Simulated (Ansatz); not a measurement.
`[OH][Ge]([F])([F])[Cl]` + H₂O → `[OH][Ge]([OH])([F])[F]` + HCl at 400 K and 1 bar (formal hydrolysis of a Ge–Cl bond).

Calculated with Ansatz (gas phase, PBE0-D4/def2-TZVP geometries, no zero-point term in ΔE). CCSD(T)/CBS is the MP2 limit (def2-TZVPP, def2-QZVPP) plus CCSD(T) − MP2 in def2-TZVPP, frozen cores. This one scheme is used for every species. For Ge outer-core shells are correlated without core-valence functions, which leaves a few kJ/mol of doubt a bond. Scalar relativity is left out up to krypton. Each species was taken in one conformer, which may not be the lowest.

| species | CCSD(T)/CBS energy (Eh) | H − E (kJ/mol) | S (J/(mol·K)) |
| --- | --- | --- | --- |
| `[OH][Ge]([F])([F])[Cl]` | -2811.39975 | 82.9 | 379.3 |
| H₂O | -76.37941 | 69.8 | 198.6 |
| `[OH][Ge]([OH])([F])[F]` | -2427.38846 | 117.1 | 371.6 |
| HCl | -460.38127 | 29.6 | 195.4 |

H − E and S are ideal-gas, rigid-rotor, harmonic terms from PBE0-D4/def2-TZVP, for one conformer and one mirror image of each species. 1 Eh = 2625.50 kJ/mol, R = 8.31446 J/(mol·K).

Problem. By hand: ΔE, ΔH, ΔS and ΔG.

Solution. ΔE = (-2427.38846) + (-460.38127) − (-2811.39975) − (-76.37941) = 0.00943 Eh = 24.8 kJ/mol. Δ(H − E) = 117.1 + 29.6 − 82.9 − 69.8 = -6.0, so ΔH = 18.8 kJ/mol. ΔS = 371.6 + 195.4 − 379.3 − 198.6 = -10.9 J/(mol·K). ΔG = 18.8 − 400 × (-10.9)/1000 = 23.2 kJ/mol.

Problem. By hand: the equilibrium constant, and the temperature at which ΔG would vanish if ΔH and ΔS stayed fixed.

Solution. log₁₀ K = −ΔG/(RT ln 10) = -3.0. ΔH and −TΔS have one sign here, so there is no such temperature.

The number of gas molecules stays the same, so ΔS is small and ΔH decides. A doubt of 5 kJ/mol in ΔE shifts log₁₀ K by 0.7 here. Other conformers and mirror images would add mixing entropy, several J/(mol·K) or more a flexible species. These are equilibria of isolated gas molecules and say nothing of rates. Largest T1 diagnostic: 0.012 (customary marks: 0.02 for closed shells, 0.045 for open ones).

ΔS is within the doubt of such terms, so its sign, and with it that verdict, could turn.
